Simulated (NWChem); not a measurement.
C5H3N3; SMILES N#Cc1cncnc1

Q: Give the equilibrium geometry at PBE0/def2-SVP (NWChem) as an XYZ file, with the point group.

A: point group C2v; any orientation.
```
11

N      0.0000     0.0000    -3.1659
C      0.0000     0.0000    -2.0067
C      0.0000     0.0000    -0.5784
C      0.0000    -1.1918     0.1623
N      0.0000    -1.1889     1.4866
C      0.0000     0.0000     2.0837
N      0.0000     1.1889     1.4866
C      0.0000     1.1918     0.1623
H      0.0000    -2.1628    -0.3456
H      0.0000     0.0000     3.1800
H      0.0000     2.1628    -0.3456
```
